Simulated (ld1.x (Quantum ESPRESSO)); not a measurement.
selenium: one change to a TM potential, before and after

ld1.x (Quantum ESPRESSO) 7.5 input, shortened:

```
&input
   title='Se', zed=34., rel=1, dft='PZ', iswitch=3,
   config='[Ar] 3d10 4s2 4p4'
 /
 &inputp
   pseudotype=2, tm=.true., lloc=-1, rcloc=1.45,
   nlcc=.true., rcore=0.55
 /
3
4S  1  0   2.00   0.00  1.25  1.25  0.0
4P  2  1   4.00   0.00  1.55  1.55  0.0
3D  3  2  10.00   0.00  1.10  1.10  0.0
 &test
   configts(1)='3d10 4s2 4p4'
 /
```

Change: wave 4p (bound): rc 1.55 bohr becomes 4p (bound): rc 1.38 bohr.

Cutoffs: the cutoffs (Ry, on a coarse ladder) from which the occupation-weighted sum of valence levels, in a spherical-Bessel basis at the reference potential, stays within 10 and 1 mRy of its value at 400 Ry; they do not see the model core or the augmentation charge, which bear on the density cutoff. Errors are all-electron minus pseudo energies relative to the spin-unpolarised reference configuration.

Q: What does the change do?

A: Of the 9 tests that both files solve, the error grows in 2 and shrinks in 3 by more than 15 % and 0.3 meV (median size 6.8 → 9.2 meV); neither file shows a bound ghost.

| quantity | base | changed |
| --- | --- | --- |
| cutoff, loose | 260 Ry | 260 Ry |
| cutoff, tight | over 300 Ry | over 300 Ry |
| loose cutoff by channel (10 mRy a level) | s 40 Ry, p 8 Ry, d 200 Ry | s 40 Ry, p 18 Ry, d 200 Ry |
| bound ghosts | none | none |
| error for 3d10 4s2 4p3, meV [ΔE 11.01 eV] | +2.0 | +2.6 |
| error for 3d10 4s2 4p2, meV [ΔE 31.57 eV] | +15 | +17 |
| error for 3d10 4s2 4p1, meV [ΔE 62.72 eV] | +45 | +48 |
| error for 3d10 4s2 4p4.3, meV [ΔE -1.64 eV] | +0.4 | +0.5 |
| error for 3d10 4s1 4p4, meV [ΔE 22.59 eV] | +6.8 | +9.2 |
| error for 3d10 4s2 4p3.5, meV [ΔE 4.39 eV] | +0.1 | +0.3 |
| error for 3d9 4s2 4p4, meV [ΔE 64.37 eV] | -114 | -11 |
| error for 3d10 4s2 4p4 (spin-polarised), meV [ΔE -0.59 eV] | +6.1 | +3.6 |
| error for 3d10 4s2 4p3 (spin-polarised), meV [ΔE 9.37 eV] | +18 | +10 |
